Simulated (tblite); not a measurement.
Distances in Å between the heavy atoms of a computed structure (GFN2-xTB; lower triangle, same order across):
```
C1    0.00
C2    1.53  0.00
C3    2.56  1.55  0.00
C4    3.50  2.41  1.50  0.00
Cl5   5.02  4.05  2.80  1.69  0.00
C6    3.46  2.39  2.38  1.39  2.75  0.00
Cl7   5.00  4.05  4.04  2.76  3.37  1.72  0.00
C8    2.50  1.50  2.38  2.25  3.89  1.38  2.76  0.00
F9    3.06  2.47  3.67  3.55  5.13  2.42  3.19  1.34  0.00
```

Hydrogens: 3 on C1, 1 on C2, 2 on C3.

Doublet state.

Task: Read off the bonds between heavy atoms and their formal orders.

Result: C1–C2 (single); C2–C3 (single); C3–C4 (single); C4–Cl5 (single); C4–C6 (single); C6–Cl7 (single); C6–C8 (double); C8–F9 (single); C2–C8 (single). The orders are those of one drawing; other resonance forms can be drawn.

Task: Give the structure as a SMILES string.

Result: `CC1C[C](Cl)C(Cl)=C1F`, C6H6Cl2F. The mark at the stereocentre is left out: distances alone don't tell a structure from its mirror image.

Task: Which rings does it hold (smallest set)?

Result: C2–C3–C4–C6–C8 (5 members, 0.02 Å rms from planarity).

Task: Describe the place of each heavy atom.

Result: C1: carbon bonded to C and 3 H; C2: carbon bonded to 3 C and H; C3: carbon bonded to 2 C and 2 H; C4: carbon bonded to 2 C and Cl; Cl5: chlorine bonded to C; C6: carbon bonded to 2 C and Cl; Cl7: chlorine bonded to C; C8: carbon bonded to 2 C and F; F9: fluorine bonded to C.
